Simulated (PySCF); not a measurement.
# Two-component Hartree-Fock for In¹⁴⁺ (indium, charge +14)

Start: [Ar] 3d10 4s2 4p5; 4p1/2 filled at m_j = -1/2, +1/2; 4p3/2 filled at m_j = -1/2, +1/2, +3/2. Calculated with PySCF 2.14 in an even-tempered Gaussian basis (18 s from 0.66 bohr⁻², ratio 2.8; 14 p from 0.86 bohr⁻², ratio 2.8; 9 d from 1.5 bohr⁻², ratio 2.8; 4 f from 6.1 bohr⁻², ratio 3): generalised Hartree-Fock with the X2C-1e Hamiltonian and a Gaussian nucleus; spin-orbit coupling (SO) screened by Boettger's factors.

| spinor shell | electrons | ε, screened SO (eV) | weight of nominal j (screened SO) | rms radius, screened SO (bohr) |
| --- | --- | --- | --- | --- |
| 1s1/2 | 2 | -28412.9 | 1.000 | 0.0340 |
| 2s1/2 | 2 | -4627.6 | 1.000 | 0.139 |
| 2p1/2 | 2 | -4328.1 | 1.000 | 0.120 |
| 3s1/2 | 2 | -1174.2 | 1.000 | 0.370 |
| 3p1/2 | 2 | -1052.2 | 1.000 | 0.363 |
| 3p3/2 | 4 | -1011.3 | 1.000 | 0.374 |
| 3d3/2 | 4 | -797.88 | 0.998 | 0.347 |
| 3d5/2 | 6 | -789.53 | 0.999 | 0.350 |
| 4s1/2 | 2 | -424.24 | 1.000 | 0.829 |
| 4p1/2 | 2 | -377.69 | 0.981 | 0.855 |
| 4p3/2 | 3 | -368.78 | 0.988 | 0.874 |

**Question.** Where does 2p3/2 lie, and what is the 2p spin-orbit splitting (screened SO)?

**Answer.** At -4114.5 eV, 213.65 eV above 2p1/2.

| quantity | screened SO |
| --- | --- |
| E (hartree) | -5810.14512 |
| M_J | 3/2 |
| ⟨J²⟩ | 3.753 |
| ⟨L²⟩ | 2.015 |
| ⟨S²⟩ | 0.763 |

Each row is a mean over spinors that exchange with the open shell spreads, by up to 7.005 eV (4s1/2).

Breit and QED terms are absent; they matter most for the inner s and p1/2 levels.

Densities and radii are taken from the X2C orbitals without a picture-change correction, which distorts them close to the nucleus.
